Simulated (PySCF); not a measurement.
GaHBr2, SMILES [GaH]([Br])[Br].

Geometry: ωB97X-D3(BJ)/def2-SVP. The structure was generated by enumeration; whether it is a known compound was not checked.

Computed with PySCF with TDDFT-PBE0/def2-SVPD.

Vertical excitations. Gas-phase values at a fixed geometry. State labels are in the subgroup C2v.

List the lowest excited states. (The exact figures need the calculation; the answer reports its results.)


```json
[
 {"state": "S1", "symmetry": "A2", "energy (eV)": "5.28", "λ (nm)": "235", "f": "0.000", "main pairs": "HOMO→LUMO 100 %"},
 {"state": "S2", "symmetry": "B1", "energy (eV)": "5.40", "λ (nm)": "230", "f": "0.001", "main pairs": "HOMO−1→LUMO 100 %"},
 {"state": "S3", "symmetry": "B2", "energy (eV)": "5.73", "λ (nm)": "216", "f": "0.012", "main pairs": "HOMO−2→LUMO 70 %, HOMO→LUMO+1 28 %"},
 {"state": "S4", "symmetry": "B2", "energy (eV)": "6.05", "λ (nm)": "205", "f": "0.102", "main pairs": "HOMO→LUMO+1 68 %, HOMO−2→LUMO 25 %"},
 {"state": "S5", "symmetry": "A2", "energy (eV)": "6.08", "λ (nm)": "204", "f": "0.000", "main pairs": "HOMO−2→LUMO+1 99 %"},
 {"state": "S6", "symmetry": "A1", "energy (eV)": "6.15", "λ (nm)": "202", "f": "0.028", "main pairs": "HOMO−1→LUMO+1 81 %, HOMO−3→LUMO 17 %"},
 {"state": "S7", "symmetry": "A1", "energy (eV)": "6.37", "λ (nm)": "195", "f": "0.056", "main pairs": "HOMO−3→LUMO 78 %, HOMO−1→LUMO+1 15 %"},
 {"state": "S8", "symmetry": "B1", "energy (eV)": "6.62", "λ (nm)": "187", "f": "0.036", "main pairs": "HOMO−3→LUMO+1 97 %"},
 {"state": "S9", "symmetry": "A2", "energy (eV)": "6.98", "λ (nm)": "178", "f": "0.000", "main pairs": "HOMO−4→LUMO 99 %"},
 {"state": "S10", "symmetry": "B1", "energy (eV)": "7.00", "λ (nm)": "177", "f": "0.009", "main pairs": "HOMO−5→LUMO 99 %"},
 {"state": "T1", "symmetry": "A2", "energy (eV)": "5.17", "λ (nm)": "240", "f": "0", "main pairs": "HOMO→LUMO 99 %"},
 {"state": "T2", "symmetry": "B1", "energy (eV)": "5.20", "λ (nm)": "239", "f": "0", "main pairs": "HOMO−1→LUMO 97 %"},
 {"state": "T3", "symmetry": "B2", "energy (eV)": "5.25", "λ (nm)": "236", "f": "0", "main pairs": "HOMO−2→LUMO 97 %"},
 {"state": "T4", "symmetry": "B2", "energy (eV)": "5.53", "λ (nm)": "224", "f": "0", "main pairs": "HOMO→LUMO+1 96 %"}
]
```
Triplets are in the Tamm–Dancoff approximation, which puts them higher than full response would, so one can lie above its singlet here.
